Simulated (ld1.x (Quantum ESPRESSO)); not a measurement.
u(r) = r·R(r): atom against pseudo-atom (Sb (Z = 51))

Columns: radius, all-electron u(r) and pseudo u(r) of the 5p shell (level -4.84 eV) of antimony in the configuration [Kr] 4d10 5s2 5p3; PBEsol, scalar-relativistic, TM scheme, ld1.x (Quantum ESPRESSO) 7.5.

| r (bohr) | all-electron | pseudo |
| --- | --- | --- |
| 0.128 | -0.0075 | -0.0033 |
| 0.255 | -0.1780 | -0.0130 |
| 0.382 | -0.0018 | -0.0294 |
| 0.510 | 0.2013 | -0.0525 |
| 0.638 | 0.2852 | -0.0826 |
| 0.765 | 0.2545 | -0.1193 |
| 0.893 | 0.1533 | -0.1632 |
| 1.020 | 0.0230 | -0.2132 |
| 1.148 | -0.1123 | -0.2693 |
| 1.275 | -0.2365 | -0.3289 |
| 1.402 | -0.3439 | -0.3903 |
| 1.530 | -0.4334 | -0.4510 |
| 1.658 | -0.5046 | -0.5073 |
| 1.785 | -0.5583 | -0.5556 |
| 1.912 | -0.5973 | -0.5941 |
| 2.040 | -0.6238 | -0.6218 |
| 2.168 | -0.6393 | -0.6386 |
| 2.295 | -0.6458 | -0.6456 |
| 2.422 | -0.6447 | -0.6447 |
| 2.550 | -0.6376 | -0.6376 |
| 2.678 | -0.6257 | -0.6257 |
| 2.805 | -0.6101 | -0.6101 |
| 2.932 | -0.5916 | -0.5916 |
| 3.060 | -0.5708 | -0.5708 |
| 3.188 | -0.5484 | -0.5484 |
| 3.315 | -0.5252 | -0.5252 |

How many radial nodes do the two functions have?

The all-electron 5p function has n − l − 1 = 3 (the table is too coarse to show those close to the nucleus); the pseudo-wave has 0, since the states of the same l below it are removed with the core.

At about which radius was the pseudo-wave matched?

2.55 bohr. The columns agree to 0.0005 from 2.29 bohr on; several derivatives are matched, so the curves merge somewhat inside the radius.

Where does each function peak?

Outermost all-electron maximum near 2.29 bohr, pseudo maximum near 2.29 bohr (to the table’s step).

Is the pseudo-wave norm-conserving?

Yes: the TM scheme keeps the norm inside the radius equal to the all-electron one, which fixes the energy derivative of the logarithmic derivative at the level.
